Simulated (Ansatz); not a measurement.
Relaxation of BClF$_{2}$H$_{4}$OSi (10 atoms, charge 0, multiplicity 1), to a largest force component of 0.03 eV/Å in at most 50 steps.

All numbers below come from RKS PBE0/cc-pVDZ (Ansatz 0.2.0).

```xyz
10
Properties=species:S:1:pos:R:3
B 0.057 -0.363 -0.376
Cl -0.226 -0.079 2.664
F 1.024 0.538 -0.281
F -1.130 0.014 -0.852
O 0.317 -1.677 -0.051
Si -0.760 -2.984 -0.344
H 0.053 -4.212 -0.114
H -1.887 -2.899 0.632
H -1.262 -2.923 -1.749
H 0.474 -1.040 2.060
```

Task: Where does it end, and by what steps?

Result: It converged. The force dipped under the threshold on the way, but the program's further checks kept it going. After 29 steps the energy has fallen by 0.171 eV; Cl2 moved furthest, 1.89 Å.

```
step  energy less start (eV)  largest force component (eV/Å)  accepted
   0                  0.0000                           0.935       yes
   2                 -0.0300                           0.955        no
   4                 -0.0739                           0.244       yes
   6                 -0.0914                           0.521       yes
   8                 -0.1134                           0.410       yes
  10                 -0.1341                           0.493       yes
  12                 -0.1523                           0.122       yes
  14                 -0.1592                           0.254       yes
  16                 -0.1642                           0.087       yes
  18                 -0.1631                           0.268        no
  20                 -0.1666                           0.017       yes
  22                 -0.1682                           0.116       yes
  24                 -0.1696                           0.016       yes
  26                 -0.1697                           0.097        no
  28                 -0.1705                           0.050       yes
  29                 -0.1706                           0.029       yes
```

```xyz
10
Properties=species:S:1:pos:R:3
B -0.251 -0.182 -0.593
Cl 1.167 -1.284 3.104
F 0.326 0.941 -0.189
F -0.865 -0.190 -1.778
O -0.209 -1.287 0.184
Si -0.910 -2.820 -0.201
H -0.576 -3.681 0.967
H -2.384 -2.645 -0.357
H -0.289 -3.326 -1.460
H 0.652 -1.151 1.913
```

Whether the end is a true minimum wasn't checked by a vibrational analysis.

Run time: 58 s on 4 threads of Arm Neoverse V2 (shared host), peak memory 0.27 GiB.
